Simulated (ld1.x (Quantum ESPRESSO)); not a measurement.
**Building the RRKJ potential for Nd (Z = 60) (BP86, scalar-relativistic).**

Nd, norm-conserving RRKJ (Kleinman–Bylander form), made with ld1.x (Quantum ESPRESSO) 7.5 (BP86, scalar-relativistic). Core [Kr] 4d10, reference 4f4 5s2 5p6 5d0 6s0.5 6p0 (charge +1.5). Waves: 5p (bound): rc 2.45 bohr; 5d (bound, empty): rc 2.80 bohr; 4f (bound): rc 1.25 bohr; 5s (bound): rc 2.25 bohr. Local part: the s channel. Core correction: none.

Occupied shells without a wave of their own: 6s. They enter only through the test configuration that unscreens the potential.

All-electron outer shells of the reference configuration (BP86, scalar-relativistic, ld1.x):

```csv
shell,level (eV),outermost node (bohr),outermost maximum (bohr)
4p,-235.31,0.32,0.59
4d,-126.02,0.29,0.62
5s,-49.95,0.72,1.32
5p,-31.52,0.77,1.50
4f,-11.13,–,0.67
6s,-10.87,1.75,3.42
5d,-10.47,0.88,2.13
6p,-7.50,2.08,4.23
```

Calculated quality:

| Quantity | Value |
| --- | --- |
| Cutoffs needed | 140 Ry and 200 Ry (the cutoffs (Ry, on a coarse ladder) from which the occupation-weighted sum of valence levels, in a spherical-Bessel basis at the reference potential, stays within 10 and 1 mRy of its value at 400 Ry) |
| Ghost test | no extra level below or beside the all-electron valence levels (p, d, f, s tested) (spherical-Bessel basis up to 400 Ry, 20 bohr box) |
| Largest excitation error | +983 meV (all-electron minus pseudo) for 4f4 5s2 5p6 5d0 6s2 6p0, out of 7 test configurations |

The potential misses its own reference levels by up to 1.0 eV.

Generation and tests took about 6.8 s on one core of a shared server CPU.
